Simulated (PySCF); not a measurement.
Calculation: B3LYP-D3(BJ)/def2-TZVP (PySCF). Gas-phase values, no solvent. B3LYP has the VWN-RPA correlation part, as in Gaussian. 

Reference species (SMILES): `[SiH3][Al]([SiH3])[SiH3]` (neutral, multiplicity 1).

| Quantity | Value |
|---|---|
| dipole moment | 0.09 D |
| S1 oscillator strength | 0.000 |

Changed species: `[SiH3][Al]([SiH3])[I]` (1 of 3 SiH3 replaced by I; the reference has 0 of 3 SiH3 replaced by I).

**Question.** Give the shifts of the dipole moment and S1 oscillator strength.

**Answer.** the dipole moment rises by 1.02 D, to 1.11 D; the S1 oscillator strength is nearly the same.
